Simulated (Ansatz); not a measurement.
`BN[SiH2]C=C` + `[F][GaH][O][SiH3]` → `C=C[SiH2]O[SiH3]` + `B[NH][GaH][F]`  (redistribution)

Isolated molecules relaxed with PBE0-D4/def2-TZVP in Ansatz; ΔE leaves out vibrations. CCSD(T)/CBS adds triple-zeta CCSD(T) − MP2 to the extrapolated MP2 energy (def2 sets, frozen cores). For Ga outer-core shells are correlated without core-valence functions, which leaves a few kJ/mol of doubt a bond. Scalar relativity is left out up to krypton. Each species was taken in one conformer, which may not be the lowest.

```tsv
species	CCSD(T)/CBS(def2) energy (Eh)
`BN[SiH2]C=C`	-449.53065
`[F][GaH][O][SiH3]`	-2390.49581
`C=C[SiH2]O[SiH3]`	-734.31143
`B[NH][GaH][F]`	-2105.72573
```

Q: Work out ΔE.

A: ΔE = (-734.31143) + (-2105.72573) − (-449.53065) − (-2390.49581) = -0.01070 Eh = -28.1 kJ/mol.

Q: What do rigid-rotor, harmonic-oscillator terms from PBE0-D4/def2-TZVP frequencies (298.15 K, 1 bar) make of the CCSD(T)/CBS value? (Best estimate.)

A: Computed: ΔZPE = -0.1 kJ/mol, ΔH = -28.1 kJ/mol, ΔS = 1 J/(mol·K), ΔG = -28.4 kJ/mol. Modes under 50 cm⁻¹ make the entropy rough.

Largest T1 diagnostic among the species: 0.014.

From BLYP to BHLYP (50 % exact exchange), in def2-TZVPP and without D4, ΔE moves by −5.1 kJ/mol. In def2-TZVPP, CCSD(T) changes the Hartree–Fock value by +3.3 kJ/mol (the triples alone add +1.3 kJ/mol) and MP2 by +3.9 kJ/mol.
